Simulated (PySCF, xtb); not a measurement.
BeH2, SMILES [BeH2].

GFN2-xTB (xtb) at its own geometry gives an orbital gap of 6.06 eV and a dipole moment of 0.00 D.

Coordinates come from a PBE-D3(BJ)/def2-TZVPD optimisation. The isomer is the one that the SMILES or the coordinates give; other isomers of the formula were not compared.

**Question.** What does B3LYP/def2-TZVPD run with PySCF give? (The exact figures need the calculation; the answer reports its results.)

**Answer.** gap 7.53 eV (levels -8.64 and -1.11 eV), dipole 0.00 D.
